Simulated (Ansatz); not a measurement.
The cluster Hf2Si2⁻. Charge -1, multiplicity 2. Geometry PBE-D4/def2-SVP, that of the neutral singlet.

Cartesian coordinates in Å:
```
Hf -0.109 0.019 -1.609
Hf -0.640 1.184 0.888
Si -0.799 -1.290 0.432
Si 1.549 0.087 0.289
```

In the def2 sets Hf takes a core potential; there is no spin–orbit coupling. At PBE-D4/def2-TZVPD, r2SCAN-D4/def2-TZVPD the highest occupied level of the charge -1 doublet lies above zero (up to 0.64 eV). By energy differences its removal costs 1.27 eV (vertical, to the charge 0 singlet, at PBE-D4/def2-TZVPD); a positive level beside a positive removal energy at the same level points to self-interaction error. At r2SCAN-D4/def2-TZVPD the charge -1 doublet is spin-contaminated (final ⟨S²⟩ up to 0.96, 0.75 for a pure state). The structure comes from a short search, and lower isomers may exist.

Problem. Estimate the α-spin orbital energies around the gap (eV) in Ansatz with PBE-D4/def2-TZVPD, r2SCAN-D4/def2-TZVPD, PBE0-D4/def2-TZVPD.

Solution. 
```
orbital  PBE-D4/def2-TZVPD  r2SCAN-D4/def2-TZVPD  PBE0-D4/def2-TZVPD
 HOMO−5              -1.53                 -1.68               -2.33
 HOMO−4              -1.29                 -1.40               -1.99
 HOMO−3              -0.29                 -0.38               -0.99
 HOMO−2              -0.01                 -0.13               -0.66
 HOMO−1               0.07                 -0.09               -0.64
   HOMO               0.64                  0.36               -0.11
   LUMO               1.00                  1.06                1.41
 LUMO+1               1.02                  1.13                1.63
 LUMO+2               1.56                  1.71                1.99
 LUMO+3               1.74                  1.81                2.32
 LUMO+4               1.88                  2.05                2.40
 LUMO+5               2.00                  2.12                2.59
 β HOMO               0.14                  0.03               -0.47
 β LUMO               1.18                  1.18                1.54
```
